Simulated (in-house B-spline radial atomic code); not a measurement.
A fraction x of an electron is moved 5p → 4f in Ce+, starting from [Xe] 4f1 5d2 and keeping the highest spin. Method: scalar-relativistic (X2C) BLYP, spin-polarised, spherical fractional occupations, Fermi nucleus of rms radius 4.8771 fm. Calculated with an all-electron radial atomic-structure program (B-spline basis).

```csv
x,E(x) - E(0) (eV),5p down level (eV),4f up level (eV)
0,0.0000,-26.356,-9.451
0.125,2.1227,-26.170,-9.114
0.25,?,?,?
0.375,?,?,?
0.5,8.5945,-25.634,-8.189
0.625,10.7820,-25.463,-7.909
0.75,12.9825,-25.296,-7.643
0.875,15.1947,-25.134,-7.392
1,17.4176,-24.976,-7.154
```

Q: What belongs in the row x = 0.25?

A: An energy change of 4.2636 eV; 5p down at -25.988 eV, 4f up at -8.792 eV.

Q: What belongs in the row x = 0.375?

A: An energy change of 6.4213 eV; 5p down at -25.809 eV, 4f up at -8.483 eV.

Q: Check Janak's theorem between x = 0.5 and 0.625.

A: The slope of the energy is 17.50 eV; the orbital levels give 17.50 eV (ε of the receiving orbital less ε of the emptying one, averaged over the two points).
